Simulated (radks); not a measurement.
Values are calculated unless marked as measured or tabulated.
Kr28+, configuration [He] 2s2 2p4. Code: a radial shooting solver on a logarithmic mesh with Libxc functionals. Model: non-relativistic Kohn-Sham, PBE, spin-polarised, spherical densities, point nucleus; open shells are filled with parallel spins first. Some entries of the table are withheld. Estimate them.

| orbital | occ. | eigenvalue (Ry) | <1/r> (bohr^-1) |
|---|---|---|---|
| 1s up | 1 | -1145.272 | 35.54 |
| 1s down | 1 | -1144.279 | 35.56 |
| 2s up | 1 | -241.8142 | 8.246 |
| 2s down | 1 | -240.1703 | 8.213 |
| 2p up | 3 | -232.2533 | (1) |
| 2p down | 1 | -230.2407 | (2) |

Answer. 
(1) 2p up <1/r> (bohr^-1): 8.198
(2) 2p down <1/r> (bohr^-1): 8.173
